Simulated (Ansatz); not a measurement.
Isolated molecules relaxed with PBE0-D4/def2-TZVP in Ansatz; ΔE leaves out vibrations. CCSD(T)/CBS is the MP2 limit (def2-TZVPP, def2-QZVPP) plus CCSD(T) − MP2 in def2-TZVPP, frozen cores. DFT in def2-TZVPP. B3LYP here is the variant with VWN-RPA as its local correlation; programs differ in this. One conformer a species, not always the lowest.

Reaction (redistribution): `O=C[SiH2]Cl` + `[CH3][AlH][SiH3]` → `C[SiH2]C=O` + `[SiH3][AlH][Cl]`

```json
{"level": "PBE0-D4", "ΔE (kJ/mol)": "-79.8", "difference from CCSD(T)/CBS": "1.2"}
{"level": "r2SCANh-D4", "ΔE (kJ/mol)": "-81.9", "difference from CCSD(T)/CBS": "-0.9"}
{"level": "BHLYP-D4", "ΔE (kJ/mol)": "-84.1", "difference from CCSD(T)/CBS": "-3.1"}
{"level": "revPBE", "ΔE (kJ/mol)": "-75.3", "difference from CCSD(T)/CBS": "5.7"}
{"level": "BLYP", "ΔE (kJ/mol)": "-77.2", "difference from CCSD(T)/CBS": "3.8"}
{"level": "B3LYP", "ΔE (kJ/mol)": "-79.8", "difference from CCSD(T)/CBS": "1.2"}
{"level": "r2SCANh", "ΔE (kJ/mol)": "-81.8", "difference from CCSD(T)/CBS": "-0.8"}
{"level": "r2SCAN0", "ΔE (kJ/mol)": "-82.6", "difference from CCSD(T)/CBS": "-1.6"}
{"level": "CAM-B3LYP", "ΔE (kJ/mol)": "-81.5", "difference from CCSD(T)/CBS": "-0.5"}
{"level": "HF/def2-SVP", "ΔE (kJ/mol)": "-91.7", "difference from CCSD(T)/CBS": "-10.7"}
{"level": "MP2/def2-SVP", "ΔE (kJ/mol)": "-87.4", "difference from CCSD(T)/CBS": "-6.4"}
{"level": "CCSD(T)/def2-SVP", "ΔE (kJ/mol)": "-87.9", "difference from CCSD(T)/CBS": "-6.9"}
{"level": "HF/def2-TZVPP", "ΔE (kJ/mol)": "-87.1", "difference from CCSD(T)/CBS": "-6.1"}
{"level": "MP2/def2-TZVPP", "ΔE (kJ/mol)": "-81.1", "difference from CCSD(T)/CBS": "-0.1"}
{"level": "SCS-MP2/def2-TZVPP", "ΔE (kJ/mol)": "-80.9", "difference from CCSD(T)/CBS": "0.1"}
{"level": "MP2/def2-QZVPP", "ΔE (kJ/mol)": "-80.6", "difference from CCSD(T)/CBS": "0.4"}
{"level": "CCSD(T)/CBS", "ΔE (kJ/mol)": "-81.0", "difference from CCSD(T)/CBS": "0"}
```

Largest T1 diagnostic among the species: 0.014.

In def2-TZVPP, CCSD(T) changes the Hartree–Fock value by +5.6 kJ/mol (the triples alone add +0.9 kJ/mol) and MP2 by +6.1 kJ/mol. From BLYP to BHLYP (50 % exact exchange), in def2-TZVPP and without D4, ΔE moves by −6.4 kJ/mol. At CCSD(T), def2-SVP lies −6.9 kJ/mol from the extrapolated value and def2-TZVPP −0.5 kJ/mol.
